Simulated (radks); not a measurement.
Os4+, 72 electrons, occupied as [Xe] 4f14 5d4.

Calculated with a radial shooting solver on a logarithmic mesh with Libxc functionals: scalar-relativistic Kohn-Sham, PBE, spin-unpolarised, spherical densities, point nucleus.

Energy parts (hartree):
total: -17250.2956
kinetic: 19124.9230
electron-nucleus: -42636.2165
Hartree: 6597.7524
exchange-correlation: -336.7545

Orbitals (lengths in bohr, moments of r in powers of bohr; <r^-3> diverges for s and p1/2):
| orbital | occ. | eigenvalue (hartree) | <r^2> | <r^-3> |
|---|---|---|---|---|
| 1s | 2 | -2716.779 | 0.0004332 | - |
| 2s | 2 | -474.5542 | 0.006639 | - |
| 2p | 6 | -413.3850 | 0.005532 | 21900 |
| 3s | 2 | -111.7376 | 0.04297 | - |
| 3p | 6 | -93.78016 | 0.04388 | 4936 |
| 3d | 10 | -73.73783 | 0.03637 | 625.9 |
| 4s | 2 | -24.91796 | 0.2104 | - |
| 4p | 6 | -19.02922 | 0.2399 | 1163 |
| 4d | 10 | -11.72244 | 0.2766 | 127.3 |
| 5s | 2 | -5.03689 | 1.119 | - |
| 4f | 14 | -3.60241 | 0.3789 | 22.99 |
| 5p | 6 | -3.51867 | 1.487 | 186.3 |
| 5d | 4 | -1.76988 | 2.707 | 12.49 |

The highest occupied level is 5d at -48.161 eV. For comparison, the ionisation energy in NIST's Atomic Spectra Database is 55 eV (theoretical). In exact Kohn-Sham theory the highest level is minus the ionisation energy, but local and semilocal functionals leave it too shallow, through self-interaction and a potential that decays too fast; potentials with the right tail come closer.

Beside tabulated values, note that spin-unpolarised runs miss the spin-polarisation part of the exchange energy of open shells.
